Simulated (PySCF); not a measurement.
# Working out the ionisation energy of Sn⁺

Sn⁺ [Kr] 4d10 5s2 5p1 (2P) → Sn²⁺ [Kr] 4d10 5s2 (1S). Computed with PySCF 2.14 in aug-cc-pwCVTZ-DK3 with one added diffuse shell each of s, p, d, f type (11s10p8d5f1g, 125 functions), with the spin-free X2C one-electron Hamiltonian (Gaussian nucleus). Frozen: [Ar] 3d10. Energies in hartree (1 hartree = 27.21139 eV):

```tsv
part	Sn⁺ (lower)	Sn²⁺ (upper)
UHF	-6173.287386	-6172.782024
MP2 opposite-spin	-0.473464	-0.465507
MP2 same-spin	-0.242904	-0.236515
```

Task: What does Hartree-Fock give?

Result: (-6172.782024) − (-6173.287386) = 0.505362 hartree = 13.752 eV.

Task: What do MP2 and SCS-MP2 (6/5 opposite-spin, 1/3 same-spin) give?

Result: The opposite-spin parts differ by 0.217 eV and the same-spin parts by 0.174 eV. MP2: 13.752 + (0.217) + (0.174) = 14.143 eV. SCS-MP2: 13.752 + 1.2 × (0.217) + (0.174)/3 = 14.070 eV.

Measured between the centres of the two terms (NIST): 14.282 eV, so MP2 (valence and next inner shell) is off by -0.139 eV.

What remains against the reference includes basis incompleteness, the frozen core and correlation beyond second order.
